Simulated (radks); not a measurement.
Q: The mean radii <r> (bohr) of the occupied orbitals of an atom or ion are listed with their occupations. Calculated with a radial shooting solver on a logarithmic mesh with Libxc functionals: scalar-relativistic Kohn-Sham, Slater X-alpha with alpha = 1.041, spin-polarised, spherical densities, finite nucleus; Fermi nuclear charge, rms radius of each element as measured or else 0.836 A^(1/3) + 0.57 fm.

| orbital | occ. | <r> |
|---|---|---|
| 1s up | 1 | 0.04685 |
| 1s down | 1 | 0.04685 |
| 2s up | 1 | 0.2085 |
| 2s down | 1 | 0.2085 |
| 2p up | 3 | 0.1819 |
| 2p down | 3 | 0.1819 |
| 3s up | 1 | 0.6161 |
| 3s down | 1 | 0.6158 |
| 3p up | 3 | 0.6347 |
| 3p down | 3 | 0.6340 |
| 3d up | 5 | 0.6999 |
| 3d down | 5 | 0.6951 |
| 4s up | 1 | 1.928 |
| 4s down | 1 | 1.910 |
| 4p up | 1 | 2.327 |

Name the element and its charge. Open shells, if any, are filled with parallel spins first.

A: Z = 32, germanium, charge +1: Ge+ in [Ar] 3d10 4s2 4p1. The 1s radius gives Z: for a bare nucleus <r> = (2 gamma + 1)/(2Z) with gamma = sqrt(1 - (Z/c)^2), 0.04601 bohr for Z = 32, and screening makes it slightly larger (0.04685 here). The occupations add up to 31, and the charge is Z minus that.
